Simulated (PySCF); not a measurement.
## How methods differ on the ionisation energy of Se

Se [Ar] 3d10 4s2 4p4 (3P) → Se⁺ [Ar] 3d10 4s2 4p3 (4S), as a difference of total energies. Computed with PySCF 2.14 in aug-cc-pVTZ-DK (7s6p4d2f, 59 functions), with scalar relativity by spin-free X2C-1e. Correlated levels: valence: [Ar] 3d10 frozen. The calculations carry no spin-orbit coupling.

| method | ionisation energy (eV) |
| --- | --- |
| UHF | 8.541 |
| MP2 (valence) | 9.242 |
| SCS-MP2 (valence) | 9.308 |
| CCSD (valence) | 9.356 |
| CCSD(T) (valence) | 9.392 |

Task: How much does correlation contribute at CCSD(T) (valence)?

Result: 9.392 − (8.541) = 0.851 eV, measured against UHF.

Errors of the correlated levels include the incompleteness of this basis and the frozen core.

For comparison: 9.635 eV (measured; NIST levels, between the centres of gravity of the two terms).
